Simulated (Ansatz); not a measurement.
Relaxation of H4O2Si2 (8 atoms, charge 0, multiplicity 1), to a largest force component of 0.015 eV/Å in at most 40 steps.

These are results of Ansatz, RKS PBE-D4/def2-SVP, not measurements.

```xyz
8
Properties=species:S:1:pos:R:3
O 1.365 -1.581 1.364
Si 0.798 -0.484 0.492
O 1.721 0.687 -0.149
Si -1.274 0.070 -0.294
H 1.378 1.386 -0.703
H -1.522 -0.571 -1.594
H -2.300 -0.389 0.650
H -1.452 1.519 -0.457
```

**Question.** Where does it end, and by what steps?

**Answer.** The run converged. After 6 steps the energy has fallen by 0.223 eV; O3 moved furthest, 0.20 Å.

```tsv
step	energy less start (eV)	largest force component (eV/Å)	accepted
0	0.0000	1.576	yes
1	-0.1867	0.551	yes
2	-0.2005	0.291	yes
3	-0.2188	0.259	yes
4	-0.2150	0.573	no
5	-0.2227	0.096	yes
6	-0.2235	0.003	yes
```

```xyz
8
Properties=species:S:1:pos:R:3
O 1.236 -1.589 1.349
Si 0.831 -0.396 0.450
O 1.922 0.704 -0.161
Si -1.365 0.054 -0.281
H 1.546 1.430 -0.692
H -1.560 -0.622 -1.611
H -2.343 -0.480 0.722
H -1.553 1.536 -0.466
```

Whether the end is a true minimum wasn't checked by a vibrational analysis.

The run took 17 s on 1 thread of Arm Neoverse V1, with other jobs on the host, peak memory 0.11 GiB.
